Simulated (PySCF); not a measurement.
**Dipole response of Co⁺ (cobalt, charge +1)**

[Ar] 3d8, high-spin 3F determinant. Computed with PySCF 2.14 in aug-cc-pwCVTZ-DK with one added diffuse shell each of s, p, d, f, g type (11s10p8d5f4g, 152 functions), with the spin-free X2C one-electron Hamiltonian (Gaussian nucleus). Coupled (time-dependent) response in atomic units; α is the mean over directions.

```csv
method,mean α (bohr³),C₆ (like pair),S(−4)
BP86,11.21,40.18,152.4
```

S(−4) is the Cauchy moment in α(ω) = α(0) + S(−4) ω² + …

α(iu) at BP86:

| u (hartree) | α(iu) (bohr³) |
| --- | --- |
| 0 | 11.21 |
| 0.0500 | 10.85 |
| 0.100 | 9.986 |
| 0.200 | 8.001 |
| 0.300 | 6.466 |
| 0.500 | 4.590 |
| 0.750 | 3.326 |
| 1.00 | 2.578 |
| 1.50 | 1.728 |
| 2.00 | 1.259 |
| 3.00 | 0.7681 |
| 5.00 | 0.3804 |

A single London oscillator, α(iu) = α/(1 + u²/ω²), gives C₆ = (3/4) ω α². Matching the computed C₆ needs ω = 4 × 40.18 / (3 × 11.21²) = 0.426 hartree.

For an ion, C₆ is the dispersion term alone; charge-induced terms of lower order in 1/R come first.
